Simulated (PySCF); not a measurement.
Atomic charges by several schemes

C7H6FP.
Z-matrix (Å and degrees, GFN2-xTB geometry), rows numbered from 1:
```
F 
C   1  1.3585
P   2  1.6900  1  113.65
C   2  1.4492  1  113.60  3  -178.18
C   4  1.3995  2  119.30  1    15.29
C   5  1.3803  4  120.55  2   179.55
C   6  1.3852  5  120.31  4     0.37
C   7  1.3866  6  119.66  5     0.19
C   8  1.3799  7  120.37  6    -0.29
H   3  1.3936  2   95.83  1  -177.48
H   5  1.0793  4  119.54  2     0.04
H   6  1.0797  5  119.57  4  -179.56
H   7  1.0796  6  120.19  5   179.90
H   8  1.0799  7  119.97  6   179.43
H   9  1.0810  4  119.95  2     1.70
```

Density: PBE0/pcSseg-1 (PySCF); schemes: Mulliken, IAO, Hirshfeld and ESP-fitted. Geometry: GFN2-xTB, one conformer, isolated molecule.

**Question.** Tabulate the Mulliken, IAO, Hirshfeld and ESP-fitted charges.

**Answer.** In e; atoms taken as equivalent share a row and are averaged (×n: the atom named and its like, n in all):

```tsv
atom	environment	Mulliken	IAO	Hirshfeld	ESP-fitted
F1	fluorine bonded to C	-0.269	-0.261	-0.068	-0.110
C2	carbon bonded to C, F and P	+0.139	+0.078	+0.042	+0.041
P3	phosphorus bonded to C and H	+0.152	+0.145	+0.005	-0.185
C4	substituted aromatic carbon	-0.292	-0.034	-0.021	+0.193
C5/C9	aromatic CH carbon	+0.003	-0.136	-0.042	-0.215
C6/C8	aromatic CH carbon	-0.077	-0.147	-0.043	-0.106
C7	aromatic CH carbon	-0.060	-0.139	-0.037	-0.164
H10	P–H hydrogen	+0.004	-0.025	-0.015	+0.127
H11/H15	aromatic hydrogen	+0.093	+0.162	+0.047	+0.151
H12/H14	aromatic hydrogen	+0.097	+0.159	+0.055	+0.144
H13	aromatic hydrogen	+0.096	+0.159	+0.056	+0.151
```

Mean size of the charges over all atoms: ESP-fitted 0.147 e, IAO 0.137 e, Mulliken 0.106 e, Hirshfeld 0.041 e. Each set sums to the total charge, 0, to within 0.001 e. The IAO scheme projects the occupied orbitals on a minimal set of polarised atomic orbitals and counts the electrons in each atom's part of it.

Some averages cover members that differ in this geometry: C5/C9, ESP-fitted -0.249 to -0.181; C5/C9, Mulliken -0.019 to +0.025; C6/C8, ESP-fitted -0.124 to -0.089 e.

Lowest charge. The schemes don't all agree: Mulliken C4 (-0.292); IAO F1 (-0.261); Hirshfeld F1 (-0.068); ESP-fitted C5/C9 (-0.215).

Highest charge. The schemes don't all agree: Mulliken P3 (+0.152); IAO H11/H15 (+0.162); Hirshfeld H13 (+0.056); ESP-fitted C4 (+0.193).

**Question.** How many electrons does the ESP-fitted scheme count on C8?

**Answer.** Its own charge is -0.089 e, so Z − q = 6.089.

**Question.** How closely do the schemes follow one another over all atoms?

**Answer.** Correlation coefficient and root-mean-square difference: IAO with Hirshfeld 0.96, 0.105 e; Mulliken with IAO 0.75, 0.099 e; Mulliken with Hirshfeld 0.73, 0.104 e; Hirshfeld with ESP-fitted 0.72, 0.126 e; IAO with ESP-fitted 0.66, 0.124 e; Mulliken with ESP-fitted 0.16, 0.186 e.

**Question.** Sum the charges by element, for elements with more than one atom.

**Answer.** 
```csv
element,atoms,Mulliken,IAO,Hirshfeld,ESP-fitted
C,7,-0.362,-0.660,-0.184,-0.572
H,6,+0.480,+0.775,+0.246,+0.867
```

The run behind these numbers computed NMR shieldings as well. The run took 33 s of wall time (grids of density and orbitals included) on Arm Neoverse V2, one thread, shared host, and the process peaked at 0.85 GiB of memory.
